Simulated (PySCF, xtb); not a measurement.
Sb(I)3 cation (I3Sb), SMILES [I][Sb]([I])[I] (connectivity only; charge and spin as stated), charge +1, multiplicity 2.

Harmonic wavenumbers (cm⁻¹) from GFN2-xTB run with xtb at its own minimum, in rising order: 47, 47, 54, 166, 181, 181.

Q: What does PBE-D3(BJ)/def2-SVP (PySCF) give at its own minimum? (The exact figures need the calculation; the answer reports its results.)

A: 50, 50, 63, 163, 195, 195. Paired by order, the mean absolute difference is 8 cm⁻¹ and the zero-point energies are 1.0 and 1.0 kcal/mol.
